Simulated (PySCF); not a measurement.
# O⁺: interval between two levels

O⁺ [He] 2s2 2p3 [4S3/2, M_J = 3/2] → O⁺ [He] 2s1 2p4 [4P5/2, M_J = 5/2], as a difference of total energies. All numbers are calculated (PySCF 2.14, the two-component X2C-1e Hamiltonian, in x2c-TZVPall-2c). Correlated levels: 1s2 frozen. "Screened" scales the spin-orbit matrix elements by Boettger's factors to mimic the two-electron term; Breit and QED terms are absent.

```json
{"method": "GHF (spin-free)", "interval between two levels (cm⁻¹)": "121140"}
{"method": "GMP2 (spin-free)", "interval between two levels (cm⁻¹)": "121170"}
{"method": "GHF (screened spin-orbit)", "interval between two levels (cm⁻¹)": "121050"}
{"method": "GMP2 (screened spin-orbit)", "interval between two levels (cm⁻¹)": "121080"}
```

Errors of the correlated levels include the incompleteness of this basis and the frozen core.

The labels give the starting determinants; with spin-orbit coupling the two ends relaxed to ⟨J²⟩ = 3.76, ⟨L²⟩ = 0.00, ⟨S²⟩ = 3.76 and ⟨J²⟩ = 8.76, ⟨L²⟩ = 2.00, ⟨S²⟩ = 3.76.

For comparison: 119840 cm⁻¹ (measured; NIST Handbook of Basic Atomic Spectroscopic Data (Sansonetti and Martin, J. Phys. Chem. Ref. Data 34, 1559 (2005))).
